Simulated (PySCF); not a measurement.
**Checking a proposed structure**

A compound C5H11PSi gives the data below (simulated from a calculation) and was assigned the structure `C[SiH2]P1CC=CC1`.

¹³C{¹H} NMR (computed): δ 145.7 (CH, 2C), 119.8 (CH2, 2C), 47.4 (CH).

¹H NMR (400 MHz, computed): δ 6.05 (m, 2H), 5.29 (m, 2H), 5.23 (m, 2H), 4.23 (m, 2H), 2.81 (m, 1H), 0.82 (m, 2H).

No relativistic terms, rapidly exchanging positions averaged, a single conformation, in vacuum. Coordinates at the GFN2-xTB level; shieldings: GIAO PBE0/pcSseg-1; PySCF 2.14.0 with density-fitted response routines.

Referencing at the same level of theory: ¹H, ¹³C against TMS.

Problem. Compare with the shifts computed for the proposed structure, pairing carbons in order of shift.

Solution. Atom-mapped SMILES (the numbers label the heavy atoms): `[CH3:1][SiH2:2][P:3]1[CH2:4][CH:5]=[CH:6][CH2:7]1`. Each H is labelled by its parent atom.

```csv
atom,computed for proposal,given list,difference
C5,139.3,145.7,-6.4
C6,139.3,145.7,-6.4
C4,32.6,119.8,-87.2
C7,32.6,119.8,-87.2
C1,-8.0,47.4,-55.4
```

The rms difference is 60.6 ppm and the largest -87.2 ppm at C4 (allylic sp3 CH2 bonded to P). The carbon types in order of shift don't match either: CH, CH, CH2, CH2, CH3 for the proposal against CH, CH, CH2, CH2, CH in the data. The proposal doesn't fit.

Problem. Which isomer fits?

Solution. SMILES C(C(C=C)[SiH2]P)=C.

1. δC 145.7: alkene CH; the olefinic region.
2. δC 119.8: terminal =CH2 carbon; the olefinic region.
3. δH 6.05: hydrogen on an alkene CH; a vinylic proton, deshielded by the sp2 carbon and the C=C anisotropy.
4. δH 2.81: hydrogen on an allylic sp3 CH bonded to Si; allylic position.

Other isomers checked: C=C[Si]1(P)CCC1 (rms 64.9 ppm); CC1=C(C)P1C[SiH3] (rms 67.4 ppm).

This is the structure that produced the data.

Splittings by ³¹P in the carbon and heteronuclear signals aren't shown, as no couplings were computed. Shifts are as computed. Against solution values, carbons near 30 ppm lie about +3 ppm off and those near 130 ppm about +5 ppm. Of 1211 compounds with measured shifts, 218 miss one by over three times the rms of a fit or turn the order of signals round; such compounds aren't used in these exercises. Multiplicities follow the n + 1 count of equivalent neighbours, as no J values were calculated; m marks all less simple cases, F and P coupling included.
